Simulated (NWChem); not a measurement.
## Basis-set convergence for hydrogen selenide (H2Se)

SMILES: [SeH2]
```xyz
3

Se     0.0000     0.0000    -0.0580
H      1.0539     0.0000     0.9857
H     -1.0539     0.0000     0.9857
```
Charge 0, spin multiplicity 1.

Everything below was run with NWChem. All single points use one geometry, from PBE/def2-SVP, a minimum by its harmonic frequencies.

Quantity: vertical ionisation energy at the level ΔHF (Δ: difference of total energies, the cation a doublet at the parent's geometry with its hole in an orbital of symmetry b2 (C2v labels); it is the state that the SCF runs reached, from PBE0 orbitals for Hartree-Fock references, and need not be the lowest).

The Hamiltonian is non-relativistic. The Pople sets run with spherical d functions. The stability of the SCF solutions was not checked. Open-shell Hartree-Fock references start from PBE0 orbitals; any time given for them includes that run.

### Question
In def2-QZVP the value is 8.73 eV. Among STO-3G, 3-21G, 6-31G*, pcseg-1, def2-SVP, def2-TZVP, cc-pVTZ, aug-cc-pVTZ, cc-pVQZ, which is the smallest basis within 0.05 eV of it?

### Answer
6-31G*, with 36 functions against 135 and about 10 % of the time (also within reach: def2-SVP, def2-TZVP, cc-pVTZ, aug-cc-pVTZ, cc-pVQZ). def2-QZVP isn't the basis-set limit itself, and a small set can land close by cancellation.

```
basis        functions  vertical ionisation energy (eV)
-----------  ---------  -------------------------------
STO-3G              20                             7.08
3-21G               26                             8.89
6-31G*              36                             8.72
pcseg-1             37                             8.85
def2-SVP            42                             8.74
def2-TZVP           60                             8.73
cc-pVTZ             71                             8.73
aug-cc-pVTZ        105                             8.73
cc-pVQZ            128                             8.73
def2-QZVP          135                             8.73
```
